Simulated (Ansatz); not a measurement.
Mulliken charges of `[NH2][AlH][SiH2]O` from r2SCAN/def2-TZVPP in Ansatz (PBE0-D4/def2-TZVP geometry).

| atom | x (Å) | y (Å) | z (Å) | charge (e) |
| --- | --- | --- | --- | --- |
| N1 | -0.443 | 1.950 | -0.486 | -0.472 |
| Al2 | 0.161 | 0.933 | 0.831 | 0.464 |
| Si3 | 0.498 | -1.448 | 0.285 | 0.285 |
| O4 | -0.118 | -1.843 | -1.212 | -0.419 |
| H5 | -0.639 | 2.936 | -0.417 | 0.151 |
| H6 | -0.588 | 1.633 | -1.431 | 0.153 |
| H7 | 0.408 | 1.633 | 2.236 | -0.162 |
| H8 | -0.082 | -2.341 | 1.338 | -0.107 |
| H9 | 1.943 | -1.801 | 0.198 | -0.086 |
| H10 | -1.057 | -1.701 | -1.338 | 0.195 |

By hand: the dipole of these point charges (1 e Å = 4.8032 D).

Σ q r = (-0.142, 0.374, 0.139) e Å, of length 0.424 e Å = 2.04 D.

How does the dipole of the full density compare? (Best estimate.)

Ansatz gave: (-0.322, 0.282, -0.145) e Å, 2.17 D; the point charges give 0.94 times that, at 47° from its direction.

Point charges leave out the atoms' own dipoles, such as those of lone pairs, and Mulliken's split depends on the basis, so the two needn't agree.
